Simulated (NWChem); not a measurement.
System: AlICl2; SMILES [Cl][Al]([Cl])[I]

NWChem input:

```
start job
memory heap 200 mb stack 900 mb global 1100 mb
geometry units angstroms noautosym nocenter noautoz
  Al     0.000000     0.000000    -0.936806
  Cl     0.000000     1.794233    -1.998262
  Cl     0.000000    -1.794233    -1.998262
  I      0.000000     0.000000     1.504358
end
basis spherical
  * library def2-svpd
end
ecp
  I library def2-ecp
end
dft
  xc pbe0
  iterations 150
end
property
  response 1 0.0
end
task dft property
```

Excerpt of the output:

```
             Northwest Computational Chemistry Package (NWChem) 7.3.0
             --------------------------------------------------------

                             Geometry "geometry" -> ""
                             -------------------------

 Output coordinates in angstroms (scale by  1.889725989 to convert to a.u.)

  No.       Tag          Charge          X              Y              Z
 ---- ---------------- ---------- -------------- -------------- --------------
    1 Al                  13.0000     0.00000000     0.00000000    -0.93680600
    2 Cl                  17.0000     0.00000000     1.79423300    -1.99826200
    3 Cl                  17.0000     0.00000000    -1.79423300    -1.99826200
    4 I                   53.0000     0.00000000     0.00000000     1.50435800

 Effective nuclear repulsion energy (a.u.)     546.4764864423

                                 NWChem DFT Module
                                 -----------------

 Summary of "ao basis" -> "ao basis" (spherical)
 ------------------------------------------------------------------------------
       Tag                 Description            Shells   Functions and Types
 ---------------- ------------------------------  ------  ---------------------
 Al                        def2-svpd                10       24   5s3p2d
 Cl                        def2-svpd                11       27   5s4p2d
 I                         def2-svpd                13       35   5s5p3d

            General Information
            -------------------
          SCF calculation type: DFT
          Wavefunction type:  closed shell.
          No. of atoms     :     4
          No. of electrons :    72
           Alpha electrons :    36
            Beta electrons :    36
          Charge           :     0
          Spin multiplicity:     1
          Use of symmetry is: off; symmetry adaption is: off
          Maximum number of iterations: 150
          AO basis - number of functions:   113
                     number of shells:    45
          Convergence on energy requested:  1.00D-06
          Convergence on density requested:  1.00D-05
          Convergence on gradient requested:  5.00D-04

              XC Information
              --------------
                         PBE0 Method XC Functional
                     Hartree-Fock (Exact) Exchange  0.250
          PerdewBurkeErnzerhof Exchange Functional  0.750
            Perdew 1991 LDA Correlation Functional  1.000 local
           PerdewBurkeErnz. Correlation Functional  1.000 non-local

             Grid Information
             ----------------
          Grid used for XC integration:  medium
          Radial quadrature: Mura-Knowles
          Angular quadrature: Lebedev.
          Tag              B.-S. Rad. Rad. Pts. Rad. Cut. Ang. Pts.
          ---              ---------- --------- --------- ---------
          Al                  1.25       88          13.0       590
          Cl                  1.00       88          15.0       590
          I                   1.40      123          14.0       590
          Grid pruning is: on
          Number of quadrature shells:   387
          Spatial weights used:  Erf1

      Superposition of Atomic Density Guess
      -------------------------------------

 Sum of atomic energies:       -1507.57750532

      Non-variational initial energy
      ------------------------------

 Total energy =   -1457.803098
 1-e energy   =   -2800.914913
 2-e energy   =    1003.551079
 HOMO         =      -0.364512
 LUMO         =      -0.028622

   convergence    iter        energy       DeltaE   RMS-Dens  Diis-err
 ---------------- ----- ----------------- --------- --------- ---------
 d= 0,ls=0.0,diis     1  -1459.9240196901 -1.80D+03  1.54D-02  4.19D-01
 d= 0,ls=0.0,diis     2  -1459.9074273568  1.66D-02  8.41D-03  4.42D-01
 d= 0,ls=0.0,diis     3  -1459.9787230896 -7.13D-02  1.19D-03  1.59D-02
 d= 0,ls=0.0,diis     4  -1459.9814043829 -2.68D-03  2.36D-04  3.37D-04
 d= 0,ls=0.0,diis     5  -1459.9814552088 -5.08D-05  5.29D-05  1.58D-05
  Resetting Diis
 d= 0,ls=0.0,diis     6  -1459.9814574389 -2.23D-06  1.44D-05  1.08D-06
 d= 0,ls=0.0,diis     7  -1459.9814576101 -1.71D-07  3.42D-06  3.59D-08

         Total DFT energy =    -1459.981457610084
      One electron energy =    -2802.359150309831
           Coulomb energy =     1099.873433057334
    Exchange-Corr. energy =      -97.056476468343
 Nuclear repulsion energy =      339.560736110757

 Numeric. integr. density =       72.000000021207

                       DFT Final Molecular Orbital Analysis
                       ------------------------------------

 Vector   34  Occ=2.000000D+00  E=-3.555213D-01
              MO Center= -1.6D-11,  3.9D-07, -5.9D-01, r^2= 6.1D+00
   Bfn.  Coefficient  Atom+Function         Bfn.  Coefficient  Atom+Function
  ----- ------------  ---------------      ----- ------------  ---------------
    92      0.383351  4 I  pz                38      0.328380  2 Cl pz
    65      0.328380  3 Cl pz                95      0.289626  4 I  pz
    35      0.261147  2 Cl pz                62      0.261147  3 Cl pz
    89     -0.155104  4 I  pz                32      0.150081  2 Cl pz
    59      0.150081  3 Cl pz                86     -0.126347  4 I  pz

 Vector   35  Occ=2.000000D+00  E=-3.115243D-01
              MO Center=  2.0D-09,  1.4D-09,  1.3D+00, r^2= 2.5D+00
   Bfn.  Coefficient  Atom+Function         Bfn.  Coefficient  Atom+Function
  ----- ------------  ---------------      ----- ------------  ---------------
    90      0.590189  4 I  px                93      0.510221  4 I  px
    87     -0.238748  4 I  px                84     -0.193933  4 I  px
    36     -0.085182  2 Cl px                63     -0.085182  3 Cl px
     9      0.067072  1 Al px                33     -0.064183  2 Cl px
    60     -0.064183  3 Cl px                18     -0.052879  1 Al d  1

 Vector   36  Occ=2.000000D+00  E=-3.034816D-01
              MO Center=  1.1D-09,  3.3D-09,  1.2D+00, r^2= 3.0D+00
   Bfn.  Coefficient  Atom+Function         Bfn.  Coefficient  Atom+Function
  ----- ------------  ---------------      ----- ------------  ---------------
    91      0.594911  4 I  py                94      0.516468  4 I  py
    88     -0.239835  4 I  py                85     -0.194693  4 I  py
    38     -0.129297  2 Cl pz                65      0.129297  3 Cl pz
    35     -0.096196  2 Cl pz                62      0.096196  3 Cl pz
    13      0.076274  1 Al py                29     -0.060141  2 Cl s

 Vector   37  Occ=0.000000D+00  E=-6.503877D-02
              MO Center=  6.7D-08, -6.9D-09, -4.4D-01, r^2= 6.8D+00
   Bfn.  Coefficient  Atom+Function         Bfn.  Coefficient  Atom+Function
  ----- ------------  ---------------      ----- ------------  ---------------
     5      0.795160  1 Al s                  4      0.715549  1 Al s
     3      0.591550  1 Al s                 95      0.367052  4 I  pz
     2      0.297068  1 Al s                 92      0.275567  4 I  pz
    81     -0.263612  4 I  s                 82     -0.241661  4 I  s
    29     -0.234935  2 Cl s                 56     -0.234935  3 Cl s

 Vector   38  Occ=0.000000D+00  E=-5.713319D-02
              MO Center= -6.3D-08, -1.8D-09, -6.8D-01, r^2= 4.5D+00
   Bfn.  Coefficient  Atom+Function         Bfn.  Coefficient  Atom+Function
  ----- ------------  ---------------      ----- ------------  ---------------
    12      0.655996  1 Al px                 9      0.416385  1 Al px
    93     -0.239730  4 I  px                36     -0.217994  2 Cl px
    63     -0.217994  3 Cl px                 6     -0.204156  1 Al px
    90     -0.186512  4 I  px                33     -0.135246  2 Cl px
    60     -0.135246  3 Cl px               112      0.120538  4 I  d  1

 Vector   39  Occ=0.000000D+00  E= 1.173869D-02
              MO Center=  4.3D-08,  4.8D-08, -5.3D-01, r^2= 1.3D+01
   Bfn.  Coefficient  Atom+Function         Bfn.  Coefficient  Atom+Function
  ----- ------------  ---------------      ----- ------------  ---------------
     5      4.351484  1 Al s                 29     -1.668220  2 Cl s
    56     -1.668220  3 Cl s                 83     -0.847056  4 I  s
    14     -0.646029  1 Al pz                 3     -0.500120  1 Al s
    40      0.435409  2 Cl py                67     -0.435409  3 Cl py
    24     -0.344795  1 Al d  2               4     -0.322367  1 Al s

     Multipole analysis of the density
     ---------------------------------

     L   x y z        total         alpha         beta         nuclear
     -   - - -        -----         -----         ----         -------
     0   0 0 0     -0.000000    -36.000000    -36.000000     72.000000

     1   1 0 0     -0.000000     -0.000000     -0.000000      0.000000
     1   0 1 0     -0.000000     -0.000000     -0.000000      0.000000
     1   0 0 1      0.310779     40.321927     40.321927    -80.333076

     2   2 0 0    -46.216269    -23.108134    -23.108134      0.000000
     2   1 1 0     -0.000000     -0.000000     -0.000000      0.000000
     2   1 0 1     -0.000000     -0.000000     -0.000000      0.000000
     2   0 2 0    -50.830186   -220.850961   -220.850961    390.871737
     2   0 1 1     -0.000000     -0.000000     -0.000000      0.000000
     2   0 0 2    -49.009593   -388.306850   -388.306850    727.604106

 *** CALLING NEW AORESP DRIVER FOR CLOSED AND OPEN SHELLS ***
 Entering AOResponse driver routine

--------------------------------------------------------------------------------

          -----------------------------------------------
          Solving response equations for perturbing field
          -----------------------------------------------

 number of frequencies:     1
 frequency in a.u.:  0.0000000E+00
 Perturbing field: electric
 Using El. Dipole Length Gauge

 Setting up CPKS with frequency omega =      0.00000000 a.u.

 STATIC response

                                NWChem CPHF Module
                                ------------------

  scftype          =     RHF
  nclosed          =       36
  nopen            =        0
  variables        =     2772
  # of vectors     =        3
  tolerance        = 0.10D-03
  level shift      = 0.00D+00
  max iterations   =       50
  max subspace     =       30

 SCF residual:    2.3632307178962845E-004

Iterative solution of linear equations
  No. of variables     2772
  No. of equations        3
  Maximum subspace       30
        Iterations       50
       Convergence  1.0D-04

   iter   nsub   residual    time
   ----  ------  --------  ---------
     1      3    3.45D+00      33.7
     2      6    1.12D+00      41.3
     3      9    2.94D-01      49.0
     4     12    6.20D-02      56.3
     5     15    1.64D-02      64.2
     6     18    3.41D-03      72.9
     7     21    6.88D-04      82.5
     8     24    1.29D-04      89.6
     9     27    1.47D-05      96.9

 Electric Dipole Response Matrix (nonzero elements):

              1        2        3
    1   67.0031   0.0000   0.0000
    2    0.0000  86.0899   0.0000
    3    0.0000   0.0000 102.8410

 ------------------------------------------
 average:        85.31132 + I       0.00000

 DFT Linear Response polarizability / au
 Frequency  =       0.0000000 / au
              X              Y              Z
 -----------------------------------------------
 X      67.0030738      0.0000001      0.0000000
 Y       0.0000001     86.0898775      0.0000000
 Z       0.0000000      0.0000000    102.8409969
 -----------------------------------------------
 Eigenvalues =      67.0030738     86.0898775    102.8409969
 Isotropic   =      85.3113161
 Anisotropic =      31.0585158
 -----------------------------------------------

 Magnetic Dipole Response Matrix (nonzero elements):

 Exiting AOResponse driver routine
```

Level: PBE0/def2-SVPD with def2 effective core potentials on I. Structure relaxed at the PBE0/def2-SVP level. No frequency run checked for a minimum. def2 effective core potentials on I; no spin-orbit coupling.
